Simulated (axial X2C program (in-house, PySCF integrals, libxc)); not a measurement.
## Worked dissociation energy of CaP: CCSD(T), two-component

Calculated with an in-house relativistic program for diatomic molecules. Two-component (2c) means X2C with spin–orbit coupling and atomic mean-field two-electron Coulomb and Gaunt terms. Basis: Ca dyall-cv3z [11s12p6d4f], P dyall-v3z [8s7p2d1f] (cores contracted in-house); Gaussian nuclei, density fitting, unrestricted open shells. Masses: Ca 39.963 u, P 30.974 u.

Molecular state: Ω = 3/2 (⟨Sz⟩ = 0.50, ⟨Lz⟩ = 1.00 at HF).

Correlated methods: 15 electrons correlated (number of frozen shells: Ca 2 s, 1 p; P 2 s, 1 p), 221 virtual spin orbitals or spinors in MP2, 90 natural virtuals in coupled cluster.

| Property | Result |
| --- | --- |
| E(Ca) (2M_J = 0) | -679.815327 hartree |
| E(P) (2M_J = 3) | -341.594998 hartree |
| E(CaP) at Re | -1021.431867 hartree |
| ωe | 323.9 cm⁻¹ |
| ωexe | 1.13 cm⁻¹ |

Task: Work out De and D0.

Result: De = -679.815327 + (-341.594998) − (-1021.431867) = 0.02154 hartree = 0.586 eV. The zero-point energy is ωe/2 − ωexe/4 = 162 cm⁻¹ = 0.020 eV, so D0 = 0.566 eV.

De is counted from the lowest determinant-based energies of the atoms at the same level, without counterpoise correction. Coupled cluster ran in a truncated set of natural virtual spinors; the MP2 energy of the rest was added. (T) has no such correction and the atoms are truncated less, which lowers De at CCSD(T) by a hundredth of an eV or more. The state is one determinant with fixed occupations, lowest in a PBE0 search at one distance only: followed along the bond, the spin-free determinant M_S = 3/2, Λ = 0 reaches 0.08 eV lower at PBE0, at Re = 2.759 Å, so the state shown is not the lowest. The determinant is spin-polarised beyond a pure state at some levels (its spin-free form has ⟨S²⟩ too high), which makes Re and μ there less reliable.

Each atomic determinant is the lowest at this level and need not be a pure J level. Totals compare only within one Hamiltonian and basis.
